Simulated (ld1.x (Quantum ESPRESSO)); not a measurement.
# What the settings do to the PAW potential of oxygen

Base potential:

```json
{
 "Element": "O",
 "Generator": "ld1.x (Quantum ESPRESSO) 7.5",
 "Type": "PAW",
 "Functional": "PBEsol",
 "Relativity": "scalar-relativistic",
 "Frozen core": "[He]",
 "Valence charge": "6",
 "Reference configuration": "2s2 2p2.5 (charge +1.5)",
 "Partial waves": "2s (bound): rcut 0.55, rcutus 0.75 bohr; 2s channel at 1.15 Ry: rcut 0.55, rcutus 0.75 bohr; 2p (bound): rcut 1.90, rcutus 2.05 bohr; 2p channel at -1.35 Ry: rcut 1.90, rcutus 2.05 bohr; 3d channel at 0.3 Ry: rcut 1.55, rcutus 2.15 bohr",
 "Local potential": "all-electron potential smoothed inside 1.80 bohr (lloc = -1)",
 "Core correction": "Bessel-smoothed model core, default radius (core density twice the valence density)",
 "Augmentation charge": "BESSEL, radius 0.55 bohr"
}
```

Cutoffs, loose and tight: the cutoffs (Ry, on a coarse ladder) from which the occupation-weighted sum of valence levels, in a spherical-Bessel basis at the reference potential, stays within 10 and 1 mRy of its value at 400 Ry. They do not see the model core or the augmentation charge, which bear on the density cutoff. Test errors are all-electron minus pseudo excitation energies from the reference, over the configurations 2s2 2p4; 2s2 2p3; 2s2 2p2; 2s1 2p4; 2s0 2p6; 2s2 2p3.5; 2s2 2p0. A dash means not determined; rows that change the core or the reference have their own tests.

Cutoffs are not given where the Bessel-basis levels miss the radial ones by over 6 mRy, ghosts where they miss by over 20 mRy; a channel whose overlap is not positive is not tested.

The default core radius of the base comes out at 0.35 bohr.

A file whose overlap is not positive is unfit for use, and its test errors describe a broken file.

```csv
change,outcome,"cutoff, loose","cutoff, tight",bound ghosts,largest test error (meV)
base,"generated, overlap not positive",–,–,not determined (overlap not positive),test run stopped at test 1 of 7 (negative rho)
"waves 2p (bound): rcut 1.90, rcutus 2.16 bohr; 2p channel at -1.35 Ry: rcut 1.90, rcutus 2.16 bohr","generated, overlap not positive",–,–,not determined (overlap not positive),test run stopped at test 1 of 7 (negative rho)
reference 2s1.5 2p4.5,"generated, overlap not positive",–,–,not determined (overlap not positive),+4273 over the solved tests; test run stopped at test 4 of 7 (negative rho)
"waves 2s (bound): rcut 0.55, rcutus 0.84 bohr; 2s channel at 1.15 Ry: rcut 0.55, rcutus 0.84 bohr",generated,40 Ry,55 Ry,none,test run stopped at test 1 of 7 (negative rho)
"augmentation BESSEL, radius 0.45 bohr","generated, overlap not positive",–,–,not determined (overlap not positive),test run stopped at test 1 of 7 (negative rho)
local potential all-electron potential smoothed inside 1.66 bohr (lloc = -1),generated,55 Ry,80 Ry,none,test run stopped at test 1 of 7 (negative rho)
type TM; waves now 2s (bound): rc 0.75 bohr; 2p (bound): rc 2.05 bohr; 3d channel at 0.3 Ry: rc 2.15 bohr; local potential all-electron potential smoothed inside 1.00 bohr (lloc = -2),generated,90 Ry,200 Ry,none,+3963
"wave 3d channel at 0.3 Ry: rcut 1.55, rcutus 2.15 bohr becomes 3d channel at 0.3 Ry: rcut 1.54, rcutus 1.64 bohr","generated, overlap not positive",–,–,not determined (overlap not positive),test run stopped at test 1 of 7 (negative rho)
core correction Bessel-smoothed model core inside 0.82 bohr,"generated, overlap not positive",–,–,not determined (overlap not positive),test run stopped at test 1 of 7 (negative rho)
"wave 2s channel at 1.15 Ry: rcut 0.55, rcutus 0.75 bohr becomes 2s channel at -3.45 Ry: rcut 0.55, rcutus 0.75 bohr","generated, overlap not positive",–,–,not determined (overlap not positive),"test run stopped at test 2 of 7 (negative rho), 1 before it not solved"
```

Problem. What comes out with this change to the base: all radii but the core radius scaled by about 0.95 (s 0.72, p 1.94, d 2.04 bohr, rcut 0.52/1.80/1.48); local potential all-electron potential smoothed inside 1.70 bohr (lloc = -1); augmentation BESSEL, radius 0.52 bohr?

Solution. outcome: generated; cutoff, loose: 70 Ry; cutoff, tight: 90 Ry; bound ghosts: none; largest test error (meV): test run stopped at test 1 of 7 (negative rho).
